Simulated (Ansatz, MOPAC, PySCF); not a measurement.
System: InF2, charge 1, multiplicity 1. SMILES: [F][In+][F]
Structure (B3LYP-D3(BJ)/def2-TZVP (Ansatz, a first-principles code) minimum search):
```
In
F 1 1.8552
F 1 1.8552 2 180.00
```
Charge +1, spin multiplicity 1.

Quantity: vertical electron affinity to the doublet, in eV. Set-up: def2 sets with scalar-relativistic core potentials past Kr; UHF or UKS for open shells; frozen cores in correlated levels (noble-gas shells and the d and f shells of earlier blocks); spin-orbit terms left out; each state is the SCF solution reached for its charge and spin; PM7 with its own dispersion and hydrogen-bond terms; 6-31G* and kin with 6d, 5d where marked; no dispersion term unless named; STO-3G and 3-21G all-electron and non-relativistic; LANL2DZ with its own core potentials from Na on. First-principles rows: single points at B3LYP-D3(BJ) geometries (Ansatz). Semi-empirical rows: differences of heats of formation at the shared geometry for vertical values. The spin state of an ion or metal species was assumed, not searched.

```json
[
 {"level": "AM1", "program": "MOPAC", "vertical electron affinity to the doublet (eV)": "10.08"},
 {"level": "PM3", "program": "MOPAC", "vertical electron affinity to the doublet (eV)": "9.13"},
 {"level": "PM6", "program": "MOPAC", "vertical electron affinity to the doublet (eV)": "8.65"},
 {"level": "PM7", "program": "MOPAC", "vertical electron affinity to the doublet (eV)": "10.23"},
 {"level": "MNDO", "program": "MOPAC", "vertical electron affinity to the doublet (eV)": "9.82"},
 {"level": "HF/6-31G* with LANL2DZ past Ar", "program": "Ansatz", "vertical electron affinity to the doublet (eV)": "7.51"},
 {"level": "PBE/6-31G* with LANL2DZ past Ar", "program": "Ansatz", "vertical electron affinity to the doublet (eV)": "7.88"},
 {"level": "B3LYP/STO-3G", "program": "Ansatz", "vertical electron affinity to the doublet (eV)": "2.81"},
 {"level": "B3LYP/3-21G", "program": "Ansatz", "vertical electron affinity to the doublet (eV)": "7.45"},
 {"level": "B3LYP/6-31G* with LANL2DZ past Ar", "program": "Ansatz", "vertical electron affinity to the doublet (eV)": "7.93"},
 {"level": "M06-2X/6-31G* with LANL2DZ past Ar (5d)", "program": "PySCF", "vertical electron affinity to the doublet (eV)": "7.77"},
 {"level": "MP2/6-31G* with LANL2DZ past Ar", "program": "Ansatz", "vertical electron affinity to the doublet (eV)": "7.30"},
 {"level": "B3LYP/def2-TZVPD", "program": "Ansatz", "vertical electron affinity to the doublet (eV)": "8.38"},
 {"level": "wB97M-V/def2-TZVPD", "program": "Ansatz", "vertical electron affinity to the doublet (eV)": "8.06"}
]
```

No value to compare with is used here. The 12 habitual levels span 2.81 (B3LYP/STO-3G) to 10.23 eV (PM7); wB97M-V/def2-TZVPD gives 8.06.

The levels are drawn from those run, B3LYP/6-31G* more often than the rest, none by its result; left out are runs that failed, that the program found above a lower state of the same kind, or whose <S^2> lies over 0.5 above the pure value.
